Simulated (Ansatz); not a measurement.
A nudged elastic band was laid between two geometries of C₂H₈N₂Si (13 atoms, charge 0, multiplicity 1).

Level of theory: Ansatz 0.2.0, RKS PBE0-D4/def2-SVP.

```yaml
movable_images: 7
climbing_image: yes
spring: 0.5 eV/Å²
optimiser: quadratic models (default)
start_path: through a guess of the saddle point
force_threshold: 0.03 eV/Å
iteration_limit: 60
end_points: relaxed
```

Initial state:

```xyz
13
Properties=species:S:1:pos:R:3
N -1.174 -2.031 0.877
C -0.136 -1.062 1.133
N -0.319 0.064 0.252
C 0.666 0.484 -0.428
Si 0.472 1.984 -1.564
H -2.084 -1.600 1.028
H -1.097 -2.810 1.526
H 0.853 -1.548 0.993
H -0.143 -0.637 2.162
H 1.658 -0.023 -0.363
H 0.914 1.622 -2.947
H 1.357 3.089 -1.079
H -0.948 2.433 -1.575
```

Final state:

```xyz
13
Properties=species:S:1:pos:R:3
N -1.138 -2.057 1.377
C 0.004 -1.435 0.889
N -0.029 -0.315 0.201
C 0.912 0.344 -0.535
Si 0.523 1.945 -1.308
H -2.019 -1.703 1.019
H -1.178 -2.162 2.389
H 0.967 -1.941 0.997
H -0.947 0.137 0.190
H 1.884 -0.154 -0.585
H 0.849 2.021 -2.773
H 1.161 3.170 -0.707
H -0.967 2.115 -1.140
```

Which bonds break or form, and what moves?

Bonds broken: C2–H9. Bonds formed: N3–H9.

Give the energies along the band, and the barrier.

The run converged. The highest image is number 4 of 0 to 8, 241.7 kJ/mol above the first end and 168.0 kJ/mol above the last; the last end lies 73.7 kJ/mol above the first. Neighbouring images differ by up to 1.9 eV, so the band resolves the path poorly. The order of the stationary point at the top wasn't checked. The orbitals stay closed-shell, which can raise the energy where a bond breaks towards radicals; this wasn't checked here.

```
image  path coordinate (Å)  energy (kJ/mol)  C2–H9 (Å)  N3–H9 (Å)
    0                 0.00              0.0       1.11       2.04
    1                 0.65              0.3       1.11       2.04
    2                 1.30              5.2       1.11       2.00
    3                 1.94             53.6       1.13       1.74
    4                 2.59            241.7       1.46       1.16
    5                 3.16            137.7       1.83       1.01
    6                 3.73             81.5       1.95       1.02
    7                 4.30             74.7       1.96       1.02
    8                 4.87             73.7       1.97       1.02
```

What is the geometry of the highest image?


```xyz
13
Properties=species:S:1:pos:R:3:forces:R:3
N -1.198 -2.051 1.267 0.01 0.01 0.00
C -0.063 -1.361 0.893 0.00 -0.02 0.00
N -0.209 -0.206 0.164 -0.01 0.01 0.00
C 0.708 0.317 -0.660 0.01 -0.01 0.00
Si 0.478 1.993 -1.381 -0.01 0.00 0.00
H -2.065 -1.552 1.091 0.00 0.00 0.00
H -1.171 -2.493 2.181 0.00 0.00 0.00
H 0.884 -1.930 0.853 0.00 0.00 0.00
H -0.182 0.035 1.294 0.00 0.01 0.00
H 1.613 -0.281 -0.861 0.00 0.00 0.00
H 1.223 2.090 -2.678 0.00 0.00 0.00
H 0.980 3.131 -0.529 0.00 0.00 0.00
H -0.976 2.272 -1.619 0.00 0.00 0.00
```

Time of the run: 3.7 min on 2 threads of Intel(R) Xeon(R) Platinum 8488C (Sapphire Rapids), on a shared host, peak memory 0.27 GiB.
